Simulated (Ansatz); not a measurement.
Ansatz results at the PBE0-D4/def2-TZVP geometry: LUMO energy (PBE/def2-TZVPP) -2.05 eV; zero-point energy (PBE0-D4/def2-TZVP) 71.3 kJ/mol; LUMO energy (PBE0/def2-TZVPP) -1.23 eV.

Each molecule was computed in one conformer, which needn't be the lowest.

(1) Which molecule gave them?
A. `C#[C][Zr]([OH])([Cl])[N](C)C`
B. `C[O][Zr]([F])([F])[Br]`
C. `C[O][Zr]([OH])([F])[Se]C`
D. `[OH][Zr]([OH])([Cl])[Cl]`

Results:

(1) D. The others give `C[O][Zr]([OH])([F])[Se]C`: -1.63, 246.1, -0.79; `C#[C][Zr]([OH])([Cl])[N](C)C`: -2.24, 297.5, -1.42; `C[O][Zr]([F])([F])[Br]`: -1.98, 122.3, -1.16.
